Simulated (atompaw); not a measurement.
# Pseudopotential generation for Pb (Z = 82): PAW (atompaw), LDA (PW92), scalar-relativistic.

* Element: lead
* Generator: atompaw 4.2.0.5
* Type: PAW
* Functional: LDA (PW92)
* Relativity: scalar-relativistic
* Frozen core: [Xe] 4f14 5d10
* Valence charge: 4
* Reference configuration: 6s2 6p2
* Partial waves: 6s (bound); 6s channel at 1.35 Ry; 6p (bound); 6p channel at 2.8 Ry
* Local potential: bessel scheme, radius 2.85 bohr
* Core correction: smooth core density matched at 2.30 bohr
* Augmentation charge: gaussian compensation charge, radius 2.55 bohr; PAW radius 2.95 bohr; waves and projectors: bloechl

All-electron outer shells of the reference configuration (LDA (PW92), scalar-relativistic, ld1.x):

```tsv
shell	level (eV)	outermost node (bohr)	outermost maximum (bohr)
5p	-85.96	0.49	0.88
5d	-21.29	0.52	1.07
6s	-12.32	1.01	1.95
6p	-3.70	1.18	2.63
```

What the tests gave:

- Cutoffs needed: 6 Ry and 6 Ry (the cutoffs (Ry, on a coarse ladder) from which the occupation-weighted sum of valence levels, in a spherical-Bessel basis at the reference potential, stays within 10 and 1 mRy of its value at 400 Ry)
- Ghost test: no extra level below or beside the all-electron valence levels (s, p, d, f tested) (spherical-Bessel basis up to 400 Ry, 20 bohr box)
- Lowest eigenvalue of the overlap operator: 0.36 (s channel)
- Overlap eigenvalues printed by atompaw (projector basis): 0.157, 0.245, 0.53, 2.9
- Share of each valence orbital outside the PAW sphere: 6s 19 %, 6p 55 %

Generation and tests took about 15 s on one core of a shared server CPU.
